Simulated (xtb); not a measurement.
C3H9O (SMILES CC[OH+]C), charge +1, singlet, at a GFN2-xTB geometry; GFN2-xTB in xtb 6.7.1.

The xtb input:
```
$ xtb mol.xyz --gfn 2 --chrg 1 --etemp 5000 --json

# file mol.xyz
13

O      0.05586026    -0.68329506     0.10783272
C     -0.01267142     0.78735284     0.04115579
C      1.38355249    -1.24026318    -0.03569941
C     -1.46605047     1.19333821    -0.02607106
H      0.46194579     1.14755225     0.95586541
H      0.54921487     1.13949274    -0.82841198
H      1.30407869    -2.32340103     0.04514691
H      1.83952611    -0.96559385    -0.98766160
H      1.99255470    -0.86591714     0.78630868
H     -1.93476522     0.85317512    -0.94730704
H     -2.01811662     0.80424113     0.82553218
H     -1.53452893     2.27727882    -0.00067742
H     -0.53577495    -1.04303488    -0.58776898
```

Output, abridged:

```
   ID    Z sym.   atoms
    1    8 O      1
    2    6 C      2-4
    3    1 H      5-13

           -------------------------------------------------
          |                Calculation Setup                |
           -------------------------------------------------

           -------------------------------------------------
          |                 G F N 2 - x T B                 |
           -------------------------------------------------

          ...................................................
          :                      SETUP                      :
          :.................................................:
          :  # basis functions                  25          :
          :  # atomic orbitals                  25          :
          :  # shells                           17          :
          :  # electrons                        26          :
          :  max. iterations                   250          :
          :  Hamiltonian                  GFN2-xTB          :
          :  restarted?                      false          :
          :  GBSA solvation                  false          :
          :  PC potential                    false          :
          :  electronic temp.         5000.0000000     K    :
          :  accuracy                    1.0000000          :
          :  -> integral cutoff          0.2500000E+02      :
          :  -> integral neglect         0.1000000E-07      :
          :  -> SCF convergence          0.1000000E-05 Eh   :
          :  -> wf. convergence          0.1000000E-03 e    :
          :  Broyden damping             0.4000000          :
          :  net charge                          1          :
          :  unpaired electrons                  0          :
          ...................................................

 iter      E             dE          RMSdq      gap      omega  full diag
   1    -14.7538587 -0.147539E+02  0.386E+00   10.08       0.0  T
   2    -14.7756476 -0.217889E-01  0.257E+00    9.43       1.0  T
   3    -14.7769980 -0.135042E-02  0.743E-01    9.05       1.0  T
   4    -14.7774668 -0.468704E-03  0.162E-01    8.93       1.0  T
   5    -14.7775239 -0.571687E-04  0.687E-02    9.00       1.0  T
   6    -14.7775253 -0.134872E-05  0.106E-02    9.02       2.6  T
   7    -14.7775255 -0.208747E-06  0.378E-03    9.02       7.3  T
   8    -14.7775255 -0.163159E-07  0.896E-04    9.02      31.0  T
   9    -14.7775255 -0.434285E-09  0.342E-04    9.02      81.1  T

   *** convergence criteria satisfied after 9 iterations ***

         :::::::::::::::::::::::::::::::::::::::::::::::::::::
         ::                     SUMMARY                     ::
         :::::::::::::::::::::::::::::::::::::::::::::::::::::
         :: total energy             -14.603311236792 Eh    ::
         :: gradient norm              0.000052636585 Eh/a0 ::
         :: HOMO-LUMO gap              9.019096167661 eV    ::
         ::.................................................::
         :: SCC energy               -14.777522948164 Eh    ::
         :: -> isotropic ES            0.103825610460 Eh    ::
         :: -> anisotropic ES         -0.004229293066 Eh    ::
         :: -> anisotropic XC          0.009197917812 Eh    ::
         :: -> dispersion             -0.004164822213 Eh    ::
         :: repulsion energy           0.174211711371 Eh    ::
         :: add. restraining           0.000000000000 Eh    ::
         :: total charge               1.000000000004 e     ::
         :::::::::::::::::::::::::::::::::::::::::::::::::::::

           -------------------------------------------------
          |                Property Printout                |
           -------------------------------------------------

    * Orbital Energies and Occupations

         #    Occupation            Energy/Eh            Energy/eV
      -------------------------------------------------------------
         1        2.0000           -0.9806920             -26.6860
         2        2.0000           -0.8984014             -24.4467
         3        2.0000           -0.8813455             -23.9826
         4        2.0000           -0.8288620             -22.5545
         5        2.0000           -0.7987255             -21.7344
         6        2.0000           -0.7717605             -21.0007
         7        2.0000           -0.7485390             -20.3688
         8        2.0000           -0.7047894             -19.1783
         9        2.0000           -0.6915876             -18.8191
        10        2.0000           -0.6750756             -18.3697
        11        2.0000           -0.6695611             -18.2197
        12        2.0000           -0.6436846             -17.5155
        13        2.0000           -0.6302137             -17.1490 (HOMO)
        14        0.0001           -0.2987680              -8.1299 (LUMO)
        15                         -0.1786699              -4.8619
        16                         -0.1281279              -3.4865
        17                         -0.0756513              -2.0586
        18                         -0.0439177              -1.1951
        19                         -0.0309668              -0.8426
        20                         -0.0168410              -0.4583
        21                          0.0099510               0.2708
        22                          0.0153430               0.4175
        23                          0.0292645               0.7963
        24                          0.0661835               1.8009
        25                          0.0978927               2.6638
      -------------------------------------------------------------
                  HL-Gap            0.3314457 Eh            9.0191 eV
             Fermi-level           -0.4607753 Eh          -12.5383 eV

     #   Z          covCN         q      C6AA      α(0)
     1   8 O        2.489    -0.105    15.869     5.380
     2   6 C        3.672     0.031    20.284     6.455
     3   6 C        3.626    -0.033    21.615     6.698
     4   6 C        3.751    -0.146    23.379     6.896
     5   1 H        0.924     0.120     1.611     1.985
     6   1 H        0.924     0.098     1.806     2.102
     7   1 H        0.925     0.130     1.534     1.937
     8   1 H        0.924     0.110     1.699     2.038
     9   1 H        0.925     0.133     1.514     1.924
    10   1 H        0.925     0.078     1.997     2.210
    11   1 H        0.925     0.093     1.852     2.128
    12   1 H        0.925     0.111     1.687     2.031
    13   1 H        0.803     0.380     0.523     1.137

 Mol. C6AA /au·bohr⁶  :        846.082319
 Mol. C8AA /au·bohr⁸  :      17354.832337
 Mol. α(0) /au        :         42.919601

Wiberg/Mayer (AO) data.
largest (>0.10) Wiberg bond orders for each atom

 ---------------------------------------------------------------------------
     #   Z sym  total        # sym  WBO       # sym  WBO       # sym  WBO
 ---------------------------------------------------------------------------
     1   8 O    2.611 --     3 C    0.895     2 C    0.844    13 H    0.827
     2   6 C    3.836 --     4 C    1.028     6 H    0.967     5 H    0.962
                             1 O    0.844
     3   6 C    3.833 --     8 H    0.975     9 H    0.969     7 H    0.968
                             1 O    0.895
     4   6 C    3.970 --     2 C    1.028    10 H    0.978    11 H    0.977
                            12 H    0.962
     5   1 H    0.986 --     2 C    0.962
     6   1 H    0.990 --     2 C    0.967
     7   1 H    0.983 --     3 C    0.968
     8   1 H    0.988 --     3 C    0.975
     9   1 H    0.982 --     3 C    0.969
    10   1 H    0.994 --     4 C    0.978
    11   1 H    0.991 --     4 C    0.977
    12   1 H    0.987 --     4 C    0.962
    13   1 H    0.856 --     1 O    0.827
 ---------------------------------------------------------------------------

Topologies differ in total number of bonds
Writing topology from bond orders to xtbtopo.mol

molecular dipole:
                 x           y           z       tot (Debye)
 q only:        0.366      -0.590      -0.359
   full:        0.333      -0.699      -0.534       2.390
molecular quadrupole (traceless):
                xx          xy          yy          xz          yz          zz
 q only:        1.857      -4.463       2.762       0.691       1.517      -4.619
  q+dip:        0.310      -2.542       2.112       0.959       1.942      -2.423
   full:        0.910      -3.155       2.489       0.953       1.987      -3.399

           -------------------------------------------------
          | TOTAL ENERGY              -14.603311236792 Eh   |
          | GRADIENT NORM               0.000052636585 Eh/α |
          | HOMO-LUMO GAP               9.019096167661 eV   |
           -------------------------------------------------

normal termination of xtb
```
